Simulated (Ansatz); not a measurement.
Basis-set series for C2H10BNSi, SMILES `CB(N)C[SiH3]`. Total charge 0; spin multiplicity 1. Geometry: relaxed with PBE0-D4/def2-TZVP. It is one conformer, not always the lowest.

Z-matrix (Å, degrees):
```
C
B 1 1.576
H 1 1.096 2 109.9
H 1 1.093 2 114.1 3 -121.0
H 1 1.095 2 111.1 3 116.8
N 2 1.399 1 119.9 3 115.1
C 2 1.576 1 120.8 3 -66.5
H 6 1.005 2 122.8 1 0.9
H 6 1.006 2 123.6 1 -180.0
Si 7 1.873 2 111.1 1 -89.1
H 7 1.096 2 112.7 1 151.0
H 7 1.095 2 111.4 1 29.9
H 10 1.489 7 111.0 2 54.4
H 10 1.490 7 111.6 2 174.8
H 10 1.489 7 110.4 2 -65.2
```

```csv
functional,basis,functions,energy (Eh),HOMO (eV),LUMO (eV)
PBE0-D4,def2-SVP,124,-450.86748,-7.85,0.97
PBE0-D4,def2-QZVPP,598,-451.16713,-7.99,0.26
ωB97M-V,def2-SVP,124,-451.05777,-10.17,2.90
ωB97M-V,def2-QZVPP,598,-451.36757,-10.30,1.37
```

(1) Give the rows for def2-TZVPP. (Estimate.)

Answers

(1) Computed: 
```csv
functional,basis,functions,energy (Eh),HOMO (eV),LUMO (eV)
PBE0-D4,def2-TZVPP,306,-451.14756,-7.97,0.55
ωB97M-V,def2-TZVPP,306,-451.34926,-10.28,1.90
```

Positive LUMOs are unbound and depend on the basis.
